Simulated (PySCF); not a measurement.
Compound: C₂H₅F₂NSi.
SMILES: `FC(F)/C=N/[SiH3]`

Jobs on this species (11 atoms, 56 electrons) with PySCF (density fitting). Hardware of each: an Arm Neoverse V1 with one thread, no GPU, on a shared host. Other jobs ran on the host; a repeat could differ by tens of per cent or more. Peak memory is the resident size of the whole Python process, interpreter and libraries included.

```tsv
level and settings	work	basis functions	SCF cycles	wall time	peak memory
PBE0/def2-TZVP	shieldings, charges and field gradients	222	?	?	?
PBE/def2-SVPD	10 singlets by full TDDFT, 4 Tamm–Dancoff triplets, polarisability, ΔSCF ions	170	?	?	?
LC-wPBE/def2-SVPD	10 singlets by full TDDFT, 4 Tamm–Dancoff triplets, polarisability, ΔSCF ions	170	14	62 s	0.78 GiB
PBE/pcSseg-2	shieldings	293	15	47 s	0.87 GiB
HF/def2-SVPD	10 singlets by TDHF, 4 Tamm–Dancoff triplets, polarisability, ΔSCF ions	170	11	18 s	0.74 GiB
PBE0/aug-cc-pVDZ	shieldings, charges and field gradients	187	14	20 s	0.82 GiB
LDA/pcSseg-2	shieldings	293	15	41 s	0.99 GiB
CAM-B3LYP/def2-SVPD	10 singlets by full TDDFT, 4 Tamm–Dancoff triplets, polarisability, ΔSCF ions	170	13	66 s	0.87 GiB
PBE0/IGLO-III	shieldings, charges and field gradients	269	14	32 s	1.0 GiB
```

Problem. Fill in the missing figures.

Solution. 
- PBE0/def2-TZVP; shieldings, charges and field gradients: 26 s, 0.98 GiB, 14 SCF cycles
- PBE/def2-SVPD; 10 singlets by full TDDFT, 4 Tamm–Dancoff triplets, polarisability, ΔSCF ions: 67 s, 0.63 GiB, 15 SCF cycles

Problem. What do all jobs in the table cost together?

Solution. About 6.3 min; the longest takes about 18 % of that, and about 3.7 times as long as the shortest.
